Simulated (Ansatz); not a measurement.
Geometry optimisation, RKS PBE-D4/6-31G in Ansatz 0.2.0.

The input (input.yaml):

```yaml
crystal:
  periodic: [false, false, false]
  atoms:
    - { symbol: "N", position_ang: [-0.4072, -0.1067, 1.4066] }
    - { symbol: C, position_ang: [0.448, -0.441, 0.4228] }
    - { symbol: C, position_ang: [0.1776, -1.0676, -0.742] }
    - { symbol: F, position_ang: [-0.9761, -1.4355, -1.0226] }
    - { symbol: C, position_ang: [0.7431, 0.267, -0.8325] }
    - { symbol: O, position_ang: [-0.0462, 1.431, -1.2081] }
    - { symbol: F, position_ang: [2.1172, 0.3683, -1.1352] }
    - { symbol: H, position_ang: [-1.3459, -0.4093, 1.1619] }
    - { symbol: H, position_ang: [-0.1796, -0.4499, 2.3336] }
    - { symbol: H, position_ang: [-0.4478, 1.7926, -0.3815] }
basis:
  gaussian: { orbitals: "6-31G" }
hamiltonian:
  xc: pbe
  dispersion: d4
relax:
  f_tol: 0.015
  max_steps: 40
output:
  orbitals: {}
```

Command:

```bash
$ ansatz run input.yaml --threads 1 --pin off --max-ram 2048MiB --backend cpu --events-out ev --progress --plain --runs-dir out
```

Question: Where does it end, and by what steps?

Answer: The run converged. Limits of this set-up: no polarisation functions. After 17 steps the energy has fallen by 2.186 eV; H8 moved furthest, 1.27 Å.

| step | energy less start (eV) | largest force component (eV/Å) | accepted |
| --- | --- | --- | --- |
| 0 | 0.0000 | 7.482 | yes |
| 1 | -1.1386 | 1.881 | yes |
| 2 | -1.5146 | 1.470 | yes |
| 3 | -1.7749 | 1.267 | yes |
| 4 | -1.9563 | 0.372 | yes |
| 5 | -2.0175 | 1.436 | yes |
| 6 | -2.1218 | 0.435 | yes |
| 7 | -2.1089 | 0.619 | no |
| 8 | -2.1597 | 0.189 | yes |
| 9 | -2.1726 | 0.159 | yes |
| 10 | -2.1769 | 0.090 | yes |
| 11 | -2.1818 | 0.150 | yes |
| 12 | -2.1833 | 0.307 | yes |
| 13 | -2.1833 | 0.177 | no |
| 14 | -2.1855 | 0.053 | yes |
| 15 | -2.1841 | 0.150 | no |
| 16 | -2.1857 | 0.028 | yes |
| 17 | -2.1857 | 0.009 | yes |

```xyz
10
Properties=species:S:1:pos:R:3
N -0.395 -0.465 1.700
C -0.156 -0.352 0.376
C -0.310 -0.715 -0.908
F -0.897 -1.631 -1.761
C 0.641 0.369 -0.703
O 0.501 1.736 -1.070
F 2.055 0.161 -0.736
H -0.970 -1.214 2.072
H 0.055 0.161 2.357
H -0.440 1.898 -1.323
```

Whether the end is a true minimum wasn't checked by a vibrational analysis.

The run took 59 s on 1 thread of Arm Neoverse V2, on a shared host, peak memory 0.17 GiB.
